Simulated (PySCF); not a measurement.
**Electron correlation in Cu²⁺ (copper, charge +2)**

[Ar] 3d8 4p1, one real determinant (an excited configuration). All numbers are calculated (PySCF 2.14, a scalar-relativistic core potential, in aug-cc-pVTZ-PP with ECP10MDF (6s6p5d3f2g, 88 functions)). Frozen: 3s2 3p6; 9 electrons correlated.

MP2 pair energies summed by pair of shells (mhartree):

| pair | energy | share (%) |
| --- | --- | --- |
| 3d-3d | -253.42 | 93.1 |
| 3d-4p | -18.76 | 6.9 |

Total MP2 correlation energy: -272.19 mhartree.

Same-spin part -104.53 and opposite-spin part -167.66 mhartree; SCS-MP2 scales them by 1/3 and 6/5 to -236.03 mhartree.

The reference is one real determinant that mixes LS terms of this configuration.
